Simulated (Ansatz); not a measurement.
A ladder of methods for BHBr (SMILES [BH]Br)

BHBr has 3 atoms, charge 0, and is taken as a doublet. As SMILES, `[BH]Br`. Geometry: relaxed at PBE0-D4/def2-TZVP.

```xyz
3

B    -0.0945   -0.5230   -0.1157
Br    1.1810    0.5632    0.7098
H    -1.0974   -0.1050   -0.6073
```

Quantity: the energy change with the B1–H3 bond stretched from 1.193 to 1.789 Å, in eV. The values are calculated.

```
            level                    kind  program  value (eV)  less FCI/STO-3G  CPU time (all runs)
  U-revPBE/STO-3G                     GGA   Ansatz        2.25            -0.07                3.2 s
     UPBE0/STO-3G           global hybrid   Ansatz        2.57            +0.25                3.4 s
 U-wB97M-V/STO-3G  range-separated hybrid   Ansatz        2.56            +0.24                 37 s
UCAM-B3LYP/STO-3G  range-separated hybrid   Ansatz        2.61            +0.29                3.9 s
   UB2PLYP/STO-3G           double hybrid   Ansatz        2.60            +0.28                3.7 s
      UMP2/STO-3G     perturbation theory   Ansatz        2.89            +0.57               0.36 s
 UCCSDT(Q)/STO-3G   coupled cluster or CI   Ansatz        2.31            -0.01                 11 s
       FCI/STO-3G      exact in the basis   Ansatz        2.32             0.00                2.3 s
```

FCI/STO-3G is exact within its basis and frozen core, so for wave-function methods in that basis the difference is their error; functionals converge differently with the basis, so for them it is only a difference. All-electron rows without a relativistic Hamiltonian named are non-relativistic. The first shape isn't each level's own minimum. The values span 2.25 to 2.89 eV. Spin contamination of the reference (⟨S²⟩ at least 0.1 too high) touches UMP2/STO-3G, UCCSDT(Q)/STO-3G. All rows use very small basis sets, so none should be taken for the real molecule's value. In the correlated wave-function rows the outer d shell of Br is correlated, in sets not made for it. Times are those of the runs behind each value, whatever else they computed, on shared processors of several kinds: orders of magnitude only.
